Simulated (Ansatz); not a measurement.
Task: Name a neutral molecule of Al, C, F, N, Si and H with LUMO energy (B3LYP/def2-TZVPP) between -1.35 and -1.05 eV and size of the dipole moment (PBE/def2-TZVPP) between 2.40 and 2.70 D (Ansatz, PBE0-D4/def2-TZVP geometry).

Result: `[CH3][Al]([NH2])[SiH2]F` (-1.21 eV, 2.68 D). Other molecules can fit too; these were computed, each in one conformer that needn't be the lowest.

B3LYP here is the variant with VWN-RPA as its local correlation; programs differ in this.
